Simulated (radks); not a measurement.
The numbers below are computed, except where a source is named.
Problem. Coulomb parameter of the 4f shell of the neodymium ion Nd2+ in the model configuration [Xe] 4f3 5d1, as a second difference U = [E(n + 0.5) + E(n - 0.5) - 2 E(n)] / (0.5)^2 with all orbitals relaxed. "Bare": the charge of the atom changes with n. "Screened": the 5d shell takes up the change at fixed total charge, which measures U(4f,4f) + U(5d,5d) - 2 U(4f,5d). Code: a radial shooting solver on a logarithmic mesh with Libxc functionals. Model: scalar-relativistic Kohn-Sham, PBE, spin-unpolarised, spherical densities, finite nucleus; Fermi nuclear charge, rms radius 4.9123 fm. Estimate both.

Solution. U(bare) = 16.041 eV, U(screened by 5d) = 4.528 eV, against the Slater integral F0(4f,4f) = 25.666 eV with frozen orbitals.
